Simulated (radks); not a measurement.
Question: The mean radii <r> (bohr) of the occupied orbitals of an atom or ion are listed with their occupations. Calculated with a radial shooting solver on a logarithmic mesh with Libxc functionals: non-relativistic Kohn-Sham, r2SCAN, spin-polarised, spherical densities, point nucleus; meta-GGA in the generalised Kohn-Sham scheme.

| orbital | occ. | <r> |
|---|---|---|
| 1s | 2 | 0.04500 |
| 2s | 2 | 0.1998 |
| 2p | 6 | 0.1728 |
| 3s | 2 | 0.5831 |
| 3p | 6 | 0.5925 |
| 3d | 10 | 0.6205 |
| 4s | 2 | 1.617 |

Name the element and its charge. Open shells, if any, are filled with parallel spins first.

Answer: Z = 34, selenium, charge +4: Se4+ in [Ar] 3d10 4s2. The 1s radius gives Z: for a bare nucleus <r> = 1.5/Z, 0.04412 bohr for Z = 34, and screening makes it slightly larger (0.04500 here). The occupations add up to 30, and the charge is Z minus that.
